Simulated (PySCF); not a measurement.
## Highest orbital energy against ionisation energy along the alkaline earths

Calculated with PySCF 2.14, no spin-orbit coupling. Each cell gives −ε(HOMO) / ΔSCF in eV; NIST values include spin-orbit coupling, (s) semi-empirical, (t) theoretical.

```
                                                                               species              UHF              LDA              PBE             PBE0           r2SCAN  NIST (lowest levels)
              Be⁺ (x2c-TZVPPall with one added diffuse shell of s type, spin-free X2C)  18.128 / 18.125  14.293 / 18.243  14.460 / 18.481  15.472 / 18.446  14.609 / 18.174                18.211
   Mg⁺ (x2c-TZVPPall with one added diffuse shell each of s, p, d type, spin-free X2C)  14.748 / 14.734  12.025 / 15.342  11.942 / 15.331  12.738 / 15.233  12.094 / 15.026                15.035
   Ca⁺ (x2c-TZVPPall with one added diffuse shell each of s, p, d type, spin-free X2C)  11.380 / 11.359   9.509 / 12.145   9.350 / 12.022   9.959 / 11.913   9.452 / 11.716                11.872
Sr⁺ (x2c-TZVPPall with one added diffuse shell each of s, p, d, f type, spin-free X2C)  10.480 / 10.451   8.891 / 11.352   8.691 / 11.183   9.243 / 11.061   8.758 / 10.864                11.030
   Ba⁺ (x2c-TZVPPall with one added diffuse shell each of s, p, d type, spin-free X2C)    9.403 / 9.371   8.076 / 10.302   7.873 / 10.120    8.362 / 9.995    7.932 / 9.810                10.004
```

Problem. How far is −ε(HOMO) from ΔSCF on average for each method, and why?

Solution. UHF 0.02 eV; LDA -2.92 eV; PBE -2.96 eV; PBE0 -2.17 eV; r2SCAN -2.55 eV. Hartree-Fock orbital energies lack relaxation and so exceed the ΔSCF value; semilocal functionals have convex E(N) from self-interaction, so their HOMO lies far too high; exact exchange moves hybrids part of the way back.
